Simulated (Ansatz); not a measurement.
Computed with frozen-core CCSD(T)/def2-TZVPP // PBE0-D4/def2-SVP run with Ansatz (a first-principles code). The geometry is that of the parent before the electron was removed.

Ansatz 0.2 input:
```yaml
crystal:
  periodic: [false, false, false]
  atoms:
    - { symbol: In, position_ang: [-0.021451, 0.160456, 0.299571] }
    - { symbol: H, position_ang: [0.278774, 1.715512, -0.40833] }
    - { symbol: H, position_ang: [-1.654129, -0.363954, 0.562982] }
    - { symbol: H, position_ang: [1.292959, -0.743822, 0.980733] }
    - { symbol: O, position_ang: [0.199313, -1.587036, -2.960611] }
    - { symbol: C, position_ang: [0.136646, -1.055924, -1.971775] }
basis:
  gaussian: { orbitals: def2-TZVPP }
correlation:
  method: ccsd_t
total_charge: 1
magnetization:
  spin_polarized: true
  initial_magnetization: 1
```

Output:

```
Functional definition: HF
1116 factors; integrals over basis functions are off by at most 7.2e-4 eV
mean field evaluation 1: about -8248.4562 eV, gradient 3.7e1 eV
mean field evaluation 2: about -8248.4603 eV, gradient 3.7e1 eV
mean field evaluation 4: about -8254.2769 eV, gradient 4.0e0 eV
mean field evaluation 8: about -8254.4939 eV, gradient 3.5e-1 eV
mean field evaluation 16: about -8254.5007 eV, gradient 1.3e-2 eV
mean field evaluation 32: about -8248.4564 eV, gradient 3.7e1 eV
mean field evaluation 64: about -8254.4915 eV, gradient 1.6e-1 eV
mean field evaluation 96: about -8254.5027 eV, gradient 2.2e-6 eV
mean field evaluation 128: about -8254.4965 eV, gradient 3.2e-1 eV
mean field evaluation 160: about -8254.4906 eV, gradient 6.8e-4 eV
mean field evaluation 192: about -8248.3781 eV, gradient 2.0e0 eV
mean field evaluation 224: about -8250.7658 eV, gradient 1.1e-2 eV
mean field evaluation 256: about -8254.4914 eV, gradient 1.2e-2 eV
mean field -8254.50272922 eV, -303.3473801961 hartree, gradient 6.6e-6 eV, S^2 0.776532; 13 other end points of the search recorded, 0 dependent functions left out
determinant -8254.50272922 eV, -303.3473801961 hartree, with singles and doubles -8272.48592108 eV, -304.0082503074 hartree
determinant -8254.50114611 eV, -303.3473220178 hartree, with singles and doubles -8272.48483237 eV, -304.0082102979 hartree
determinant -8254.50086698 eV, -303.3473117601 hartree, with singles and doubles -8272.48464447 eV, -304.0082033927 hartree
determinant -8254.49152067 eV, -303.3469682894 hartree, with singles and doubles -8272.51037213 eV, -304.0091488669 hartree
determinant -8254.49137756 eV, -303.3469630300 hartree, with singles and doubles -8272.51020033 eV, -304.0091425532 hartree
determinant -8254.49057149 eV, -303.3469334078 hartree, with singles and doubles -8272.50936953 eV, -304.0091120220 hartree
determinant -8254.50272922 eV, -303.3473801961 hartree, with singles and doubles -8272.37852525 eV, -304.0043035834 hartree
determinant -8254.50114611 eV, -303.3473220178 hartree, with singles and doubles -8272.37748501 eV, -304.0042653554 hartree
determinant -8254.50086698 eV, -303.3473117601 hartree, with singles and doubles -8272.37730252 eV, -304.0042586489 hartree
determinant -8254.49152067 eV, -303.3469682894 hartree, with singles and doubles -8272.38970930 eV, -304.0047145898 hartree
determinant -8254.49137756 eV, -303.3469630300 hartree, with singles and doubles -8272.38954525 eV, -304.0047085611 hartree
determinant -8254.49057149 eV, -303.3469334078 hartree, with singles and doubles -8272.38867028 eV, -304.0046764062 hartree
mean field evaluation 288: about -8254.4915 eV, gradient 2.4e-4 eV
6 core orbitals not correlated
reference -8254.49152055 eV, -303.3469682848 hartree; 13, 12 occupied and 135, 136 virtual orbitals, 1116 factors
second order -17.53214218 eV of doubles, -0.00000000 eV of singles
cycle   1  -17.89818956 eV  change   -9.3e-7 eV  update   5.0e-4
cycle   2  -17.89818775 eV  change    1.8e-6 eV  update   1.0e-4
cycle   3  -17.89818627 eV  change    1.5e-6 eV  update   6.5e-5
cycle   4  -17.89818420 eV  change    2.1e-6 eV  update   3.3e-5
cycle   5  -17.89818344 eV  change    7.6e-7 eV  update   1.5e-5
perturbative correction -0.70698091 eV, -0.0259810691 hartree
Total energy: -8273.09668489 eV, -304.0306954634 hartree
```

Cost: very roughly 28 core-minutes.
